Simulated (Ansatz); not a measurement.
Geometry optimisation, UKS B3LYP-D4/STO-3G (Ansatz).

input.yaml

```yaml
crystal:
  periodic: [false, false, false]
  atoms:
    - { symbol: C, position_ang: [-0.0749, 1.1141, -1.7045] }
    - { symbol: C, position_ang: [0.9037, 1.0094, -0.6051] }
    - { symbol: Si, position_ang: [0.4046, -0.0946, 0.8193] }
    - { symbol: Si, position_ang: [0.412, -2.2803, 0.0994] }
    - { symbol: C, position_ang: [-1.2143, 0.2935, 1.5275] }
    - { symbol: Cl, position_ang: [-1.2137, 1.9893, 2.1496] }
    - { symbol: H, position_ang: [-0.3175, 0.2003, -2.1886] }
    - { symbol: H, position_ang: [0.2924, 1.8529, -2.4969] }
    - { symbol: H, position_ang: [-1.0603, 1.591, -1.2973] }
    - { symbol: H, position_ang: [1.8468, 0.6466, -1.0156] }
    - { symbol: H, position_ang: [1.1158, 2.0102, -0.1843] }
    - { symbol: H, position_ang: [1.5171, 0.0084, 1.8932] }
    - { symbol: H, position_ang: [-0.0588, -3.1571, 1.2236] }
    - { symbol: H, position_ang: [1.616, -2.6944, -0.4598] }
    - { symbol: H, position_ang: [-0.7202, -2.4268, -0.9314] }
    - { symbol: H, position_ang: [-2.0111, 0.2576, 0.8233] }
    - { symbol: H, position_ang: [-1.4565, -0.3205, 2.3876] }
magnetization:
  spin_polarized: true
basis:
  gaussian: { orbitals: STO-3G }
hamiltonian:
  xc: b3lyp
  dispersion: d4
relax:
  f_tol: 0.02
  max_steps: 40
output:
  orbitals: {}
```

Run as:

```bash
$ ansatz run input.yaml --threads 2 --pin off --max-ram 3072MiB --backend cpu --events-out ev --progress --plain --runs-dir out
```

Question: Where does it end, and by what steps?

Answer: The run converged. The force dipped under the threshold on the way, but the program's further checks kept it going. Limits of this set-up: minimal basis. After 9 steps the energy has fallen by 0.877 eV; H9 moved furthest, 0.19 Å.

| step | energy less start (eV) | largest force component (eV/Å) | accepted |
| --- | --- | --- | --- |
| 0 | 0.0000 | 4.346 | yes |
| 1 | -0.7796 | 0.767 | yes |
| 2 | -0.8674 | 0.215 | yes |
| 3 | -0.8750 | 0.069 | yes |
| 4 | -0.8764 | 0.021 | yes |
| 5 | -0.8770 | 0.025 | yes |
| 6 | -0.8771 | 0.016 | yes |
| 7 | -0.8772 | 0.008 | yes |
| 8 | -0.8773 | 0.010 | yes |
| 9 | -0.8773 | 0.012 | yes |

```xyz
17
Properties=species:S:1:pos:R:3
C -0.096 1.100 -1.709
C 0.937 1.053 -0.546
Si 0.486 -0.169 0.819
Si 0.312 -2.290 0.060
C -1.181 0.346 1.559
Cl -1.181 2.132 2.071
H -0.201 0.115 -2.192
H 0.216 1.822 -2.479
H -1.088 1.408 -1.343
H 1.928 0.800 -0.953
H 1.021 2.059 -0.105
H 1.465 -0.076 1.881
H -0.029 -3.194 1.135
H 1.560 -2.730 -0.519
H -0.714 -2.395 -0.951
H -2.015 0.243 0.845
H -1.438 -0.226 2.466
```

Whether the end is a true minimum wasn't checked by a vibrational analysis.

The run took 67 s on 2 threads of Arm Neoverse N1, with other jobs on the host, peak memory 0.22 GiB.
